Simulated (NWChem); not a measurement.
Species: CH6BeSi; SMILES [Be]([CH3])[SiH3]

```xyz
9

Be     0.0000     0.0000     0.7465
C      0.0000     0.0000     2.4258
H      0.4351    -0.9207     2.8408
H     -1.0149     0.0835     2.8408
H      0.5798     0.8372     2.8408
Si     0.0000     0.0000    -1.4438
H     -1.3284     0.3729    -2.0218
H      0.3413    -1.3369    -2.0218
H      0.9872     0.9640    -2.0218
```
Atoms are numbered in this order, from 1.

Level: B3LYP/6-31G* (spherical d) (NWChem), optimised geometry, unscaled harmonic frequencies. 

| frequency (cm⁻¹) | IR intensity (km/mol) |
|---|---|
| 13 | 0.0 |
| 172 | 11.0 |
| 172 | 11.0 |
| 382 | 0.1 |
| 451 | 9.2 |
| 451 | 9.2 |
| 676 | 35.6 |
| 676 | 35.6 |
| 888 | 209.3 |
| 951 | 42.3 |
| 951 | 42.3 |
| 1004 | 43.4 |
| 1289 | 50.5 |
| 1479 | 1.7 |
| 1479 | 1.7 |
| 2199 | 70.1 |
| 2202 | 144.5 |
| 2202 | 144.5 |
| 3014 | 1.5 |
| 3078 | 13.2 |
| 3078 | 13.2 |

| Property | Value |
|---|---|
| zero-point energy | 38.3 kcal/mol |
| thermal correction to the enthalpy at 298.15 K (with zero-point energy) | 42.8 kcal/mol |
| heat capacity Cv | 19.8 cal/(mol K) |
| entropy at 298.15 K and 1 atm (symmetry number 3) | 75.9 cal/(mol K) |
| dipole moment | 1.37 D |

Rigid rotor and harmonic oscillator; modes under 100 cm⁻¹ make the entropy uncertain.
